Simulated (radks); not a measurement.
Results of a calculation; reference values are marked as such.
Q: The mean radii <r> (bohr) of the occupied orbitals of an atom or ion are listed with their occupations. Level of theory: Dirac Kohn-Sham, BLYP, spin-unpolarised, spherical densities, finite nucleus; Fermi nuclear charge, rms radius of each element as measured or else 0.836 A^(1/3) + 0.57 fm (a radial shooting solver on a logarithmic mesh with Libxc functionals).

orbital  occ.      <r>
1s1/2       2  0.02611
2s1/2       2   0.1116
2p1/2       2  0.09390
2p3/2       4  0.09976
3s1/2       2   0.2956
3p1/2       2   0.2851
3p3/2       4   0.2963
3d3/2       4   0.2659
3d5/2       6   0.2695
4s1/2       2   0.6272
4p1/2       2   0.6341
4p3/2       1   0.6516

Name the element and its charge. Open shells, if any, fill j = l - 1/2 first.

A: Z = 55, caesium, charge +22: Cs22+ in [Ar] 3d10 4s2 4p3. The 1s radius gives Z: for a bare nucleus <r> = (2 gamma + 1)/(2Z) with gamma = sqrt(1 - (Z/c)^2), 0.02574 bohr for Z = 55, and screening makes it slightly larger (0.02611 here). The occupations add up to 33, and the charge is Z minus that.
